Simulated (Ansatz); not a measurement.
Relaxation of C2H5LiS (9 atoms, charge 0, multiplicity 1), to a largest force component of 0.015 eV/Å in at most 40 steps.

Level of theory: RKS PBE/cc-pVDZ (Ansatz 0.2.0).

```xyz
9
Properties=species:S:1:pos:R:3:forces:R:3
Li -0.008 -0.526 -2.590 -0.12 -0.09 -0.04
S 1.302 0.601 -1.298 0.46 0.20 -0.53
C 0.592 0.470 0.374 -0.20 -0.26 -0.48
C -0.677 -0.361 0.438 0.45 0.29 0.02
H 1.367 0.028 1.005 0.34 -0.15 0.47
H 0.396 1.490 0.712 -0.08 0.50 0.34
H -1.447 0.082 -0.201 -0.48 0.20 -0.30
H -0.473 -1.382 0.099 0.04 -0.56 -0.14
H -1.052 -0.401 1.460 -0.41 -0.14 0.65
```

Where does it end, and by what steps?

The forces met the threshold. After 6 steps the energy has fallen by 0.107 eV; Li1 moved furthest, 0.59 Å. Joined: Li1–C4 (3.10 → 2.42 Å).

| step | energy less start (eV) | largest force component (eV/Å) | accepted |
| --- | --- | --- | --- |
| 0 | 0.0000 | 0.655 | yes |
| 1 | -0.0529 | 0.207 | yes |
| 2 | -0.0695 | 0.080 | yes |
| 3 | -0.0864 | 0.160 | yes |
| 4 | -0.1030 | 0.099 | yes |
| 5 | -0.1054 | 0.061 | yes |
| 6 | -0.1066 | 0.012 | yes |

```xyz
9
Properties=species:S:1:pos:R:3
Li -0.224 -0.563 -2.045
S 1.429 0.678 -1.341
C 0.636 0.488 0.324
C -0.641 -0.360 0.326
H 1.371 0.030 1.019
H 0.396 1.497 0.722
H -1.432 0.097 -0.322
H -0.434 -1.405 -0.018
H -1.101 -0.462 1.333
```

Whether the end is a true minimum wasn't checked by a vibrational analysis.

The run took 46 s on 1 thread of Intel(R) Xeon(R) Processor @ 2.50GHz (Skylake/Cascade Lake) (shared host), peak memory 0.14 GiB.
